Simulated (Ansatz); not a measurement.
Cost and result for the atomization energy of `OC1(F)BS1` (7 atoms, 7 bonds).

The species carries charge 0 and has multiplicity 1. Geometry: relaxed with PBE0-D4/def2-TZVP. It is one conformer, not always the lowest. Program: Ansatz. All runs use 2 threads of an Arm Neoverse V1 on a shared host. Times are those of one run each, without the atoms' runs, and a repeat can differ threefold. Electronic energies, without spin–orbit coupling; frozen cores. CCSD(T)/CBS adds CCSD(T) − MP2 in def2-TZVPP to the MP2 limit, and its time is that of the two runs behind it. T1 = 0.016. HSE06 is the plane-wave form, built on full-range PBE exchange.

CCSD(T)/CBS is a level of theory with its own doubt, some kJ/mol a heavy atom from the limit and from the frozen cores, so smaller differences don't rank the functionals.

```json
{"level": "revPBE-D4/def2-TZVPP", "functions": "194", "atomization (kcal/mol)": "649.5", "difference from CCSD(T)/CBS": "12.7", "per bond": "1.8"}
{"level": "CCSD(T)/def2-SVP", "functions": "84", "atomization (kcal/mol)": "600.2", "difference from CCSD(T)/CBS": "-36.6", "per bond": "-5.2"}
{"level": "CAM-B3LYP-D4/def2-TZVPP", "functions": "194", "atomization (kcal/mol)": "640.4", "difference from CCSD(T)/CBS": "3.6", "per bond": "0.5"}
{"level": "HSE06-D4/def2-TZVPP", "functions": "194", "atomization (kcal/mol)": "649.0", "difference from CCSD(T)/CBS": "12.2", "per bond": "1.7"}
{"level": "PBE-QIDH/def2-TZVPP", "functions": "194", "atomization (kcal/mol)": "637.7", "difference from CCSD(T)/CBS": "0.9", "per bond": "0.1"}
{"level": "LDA (SPW92)/def2-TZVPP", "functions": "194", "atomization (kcal/mol)": "774.9", "difference from CCSD(T)/CBS": "138.1", "per bond": "19.7"}
{"level": "MP2/def2-QZVPP", "functions": "358", "atomization (kcal/mol)": "656.6", "difference from CCSD(T)/CBS": "19.8", "per bond": "2.8"}
{"level": "BHLYP-D4/def2-TZVPP", "functions": "194", "atomization (kcal/mol)": "603.2", "difference from CCSD(T)/CBS": "-33.6", "per bond": "-4.8"}
{"level": "r2SCANh-D4/def2-TZVPP", "functions": "194", "atomization (kcal/mol)": "641.8", "difference from CCSD(T)/CBS": "5.0", "per bond": "0.7"}
{"level": "ωB97M-V/def2-TZVPP (with forces)", "functions": "194", "atomization (kcal/mol)": "644.9", "difference from CCSD(T)/CBS": "8.1", "per bond": "1.2"}
{"level": "CCSD(T)/def2-TZVPP", "functions": "194", "atomization (kcal/mol)": "616.3", "difference from CCSD(T)/CBS": "-20.5", "per bond": "-2.9"}
{"level": "CCSD(T)/CBS(def2)", "functions": "–", "atomization (kcal/mol)": "636.8", "difference from CCSD(T)/CBS": "0.0", "per bond": "0.0"}
{"level": "BLYP-D4/def2-TZVPP", "functions": "194", "atomization (kcal/mol)": "645.3", "difference from CCSD(T)/CBS": "8.5", "per bond": "1.2"}
```

(1) Order the runs by time, with rough figures. (Estimate.)

Answers

(1) Ansatz gave: LDA (SPW92)/def2-TZVPP 1.4 s; revPBE-D4/def2-TZVPP 2.2 s; BLYP-D4/def2-TZVPP 2.4 s; BHLYP-D4/def2-TZVPP 3.2 s; CCSD(T)/def2-SVP 3.5 s; HSE06-D4/def2-TZVPP 3.5 s; CAM-B3LYP-D4/def2-TZVPP 3.7 s; r2SCANh-D4/def2-TZVPP 6 s; PBE-QIDH/def2-TZVPP 6 s; ωB97M-V/def2-TZVPP (with forces) 12 s; MP2/def2-QZVPP 19 s; CCSD(T)/def2-TZVPP 81 s; CCSD(T)/CBS(def2) 100 s.

From BLYP to BHLYP (50 % exact exchange), in def2-TZVPP and without D4, the atomization energy moves by −38.4 kcal/mol: exact exchange takes away binding that semilocal exchange gives to molecules. The D4 term adds +5.5 kcal/mol with B3LYP and +2.8 kcal/mol with PBE0; it sums over pairs of atoms, weighted by their polarisabilities, and B3LYP, whose exchange is more repulsive, gets the larger term. Leaving LDA and LC-ωPBE aside and taking each functional with its dispersion term where it has one, the values, not all of them listed here, spread over 70.4 kcal/mol, from BHLYP-D4 to PBE-D4. LDA lies +104.6 kcal/mol from PBE without D4, its usual overbinding.

B3LYP here is the variant with VWN-RPA as its local correlation; programs differ in this.
